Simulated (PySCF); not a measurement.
## Excitation energy of Sc by level of theory

Sc [Ar] 3d1 4s2 (2D) → Sc [Ar] 3d1 4s1 4p1 (high-spin determinant), as a difference of total energies. Computed with PySCF 2.14 in aug-cc-pwCVTZ (10s9p7d4f3g, 127 functions), with no relativity, point nucleus. Correlated levels: valence: [Ar] frozen; valence and next inner shell: [Ne] frozen; nothing frozen. The calculations carry no spin-orbit coupling.

```json
{"method": "UHF", "excitation energy (eV)": "0.920"}
{"method": "LDA", "excitation energy (eV)": "1.991"}
{"method": "PBE", "excitation energy (eV)": "1.868"}
{"method": "PBE0", "excitation energy (eV)": "1.690"}
{"method": "revPBE", "excitation energy (eV)": "1.834"}
{"method": "PW91", "excitation energy (eV)": "1.887"}
{"method": "M06-2X", "excitation energy (eV)": "2.225"}
{"method": "MP2 (valence)", "excitation energy (eV)": "1.566"}
{"method": "SCS-MP2 (valence)", "excitation energy (eV)": "1.765"}
{"method": "MP2 (valence and next inner shell)", "excitation energy (eV)": "1.820"}
{"method": "SCS-MP2 (valence and next inner shell)", "excitation energy (eV)": "1.941"}
{"method": "MP2 (all electrons)", "excitation energy (eV)": "1.823"}
{"method": "SCS-MP2 (all electrons)", "excitation energy (eV)": "1.943"}
```

**Question.** How much does correlation contribute at MP2 (all electrons)?

**Answer.** 1.823 − (0.920) = 0.903 eV, measured against UHF.

A first-order spin-orbit estimate (lowest level to lowest level, LS coupling) adds -0.007 eV.

The determinant of the upper state mixes LS terms, which raises its energy above the lowest term, most at the Hartree-Fock and MP2 levels.
